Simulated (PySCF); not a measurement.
The same groups moved round the core (norbornane mercapto+boryl). Gas-phase values, no solvent. One relaxed conformer stands for each flexible species; it need not be the lowest. Strings in code marks are SMILES.

The numbers are results of PBE0-D3(BJ)/def2-TZVP // PBE0-D3(BJ)/def2-SVP in PySCF, not measurements. All candidates: neutral, multiplicity 1. Delta-SCF ions had no search for a lower state. Excitations are Tamm–Dancoff values on a coarser integration grid. The basis has no diffuse functions, so Rydberg states are missing or too high.

```json
{
 "T1 excitation (TDA)": "4.34 eV",
 "HOMO–LUMO gap": "5.24 eV",
 "vertical ionisation energy (Delta-SCF)": "8.71 eV"
}
```

Question: Say which member has these values.
A. `B[C@@H]1[C@@H]2CC[C@H]1[C@H](S)C2`
B. `B[C@@H]1C[C@@H]2C[C@H]1C[C@@H]2S`
C. `B[C@@H]1C[C@@H]2CC[C@H]1[C@@H]2S`
D. `B[C@@H]1[C@H]2CC[C@]1(S)CC2`

Answer: A, `B[C@@H]1[C@@H]2CC[C@H]1[C@H](S)C2`. The others give `B[C@@H]1C[C@@H]2CC[C@H]1[C@@H]2S`: 4.59 eV, 5.58 eV, 8.82 eV; `B[C@@H]1C[C@@H]2C[C@H]1C[C@@H]2S`: 4.66 eV, 5.46 eV, 8.77 eV; `B[C@@H]1[C@H]2CC[C@]1(S)CC2`: 4.14 eV, 5.24 eV, 8.61 eV
